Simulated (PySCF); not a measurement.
## Correlation energy of Pb²⁺ (lead, charge +2)

Starting occupation: [Xe] 4f14 5d9 6s2 7s1, 5d3/2 with m_j = -3/2, -1/2, +1/2, +3/2, 5d5/2 with m_j = -3/2, -1/2, +1/2, +3/2, +5/2, 7s1/2 with m_j = +1/2. Computed with PySCF 2.14 in x2c-SVPall-2c with one added diffuse shell each of s, p type (8s12p7d2f, 93 functions), with X2C-1e with screened-nucleus spin-orbit coupling, Gaussian nucleus. Frozen: [Kr] 4d10 4f14; 20 electrons correlated; the 22 highest virtual spinors left out.

MP2 pair energies summed by pair of shells (mhartree):

```json
{"pair": "5d3/2-5d5/2", "energy": "-70.90", "share (%)": "22.3"}
{"pair": "5d5/2-6s1/2", "energy": "-42.56", "share (%)": "13.4"}
{"pair": "5d5/2-5d5/2", "energy": "-39.81", "share (%)": "12.5"}
{"pair": "5d3/2-6s1/2", "energy": "-34.96", "share (%)": "11.0"}
{"pair": "5d3/2-5d3/2", "energy": "-26.56", "share (%)": "8.4"}
{"pair": "5d5/2-5p3/2", "energy": "-19.19", "share (%)": "6.0"}
{"pair": "6s1/2-6s1/2", "energy": "-18.52", "share (%)": "5.8"}
{"pair": "5d3/2-5p3/2", "energy": "-12.58", "share (%)": "4.0"}
{"pair": "6s1/2-7s1/2", "energy": "-8.44", "share (%)": "2.7"}
{"pair": "5p3/2-5p3/2", "energy": "-7.67", "share (%)": "2.4"}
{"pair": "5p1/2-5p3/2", "energy": "-6.85", "share (%)": "2.2"}
{"pair": "5p3/2-6s1/2", "energy": "-6.52", "share (%)": "2.1"}
{"pair": "5d5/2-7s1/2", "energy": "-3.79", "share (%)": "1.2"}
{"pair": "5d3/2-7s1/2", "energy": "-3.02", "share (%)": "0.9"}
{"pair": "5d5/2-5p1/2", "energy": "-2.99", "share (%)": "0.9"}
{"pair": "5d5/2-5s1/2", "energy": "-2.39", "share (%)": "0.8"}
{"pair": "5d3/2-5p1/2", "energy": "-2.35", "share (%)": "0.7"}
{"pair": "5p3/2-5s1/2", "energy": "-1.94", "share (%)": "0.6"}
{"pair": "5d3/2-5s1/2", "energy": "-1.80", "share (%)": "0.6"}
{"pair": "5p1/2-5p1/2", "energy": "-1.41", "share (%)": "0.4"}
{"pair": "5s1/2-5s1/2", "energy": "-0.83", "share (%)": "0.3"}
{"pair": "5p1/2-6s1/2", "energy": "-0.78", "share (%)": "0.2"}
{"pair": "5p1/2-5s1/2", "energy": "-0.62", "share (%)": "0.2"}
{"pair": "5s1/2-6s1/2", "energy": "-0.58", "share (%)": "0.2"}
{"pair": "5p3/2-7s1/2", "energy": "-0.50", "share (%)": "0.2"}
{"pair": "5s1/2-7s1/2", "energy": "-0.05", "share (%)": "0.0"}
{"pair": "5p1/2-7s1/2", "energy": "-0.05", "share (%)": "0.0"}
```

Total MP2 correlation energy: -317.66 mhartree.

This basis was not built for core-valence correlation, so the inner-shell part is incomplete.
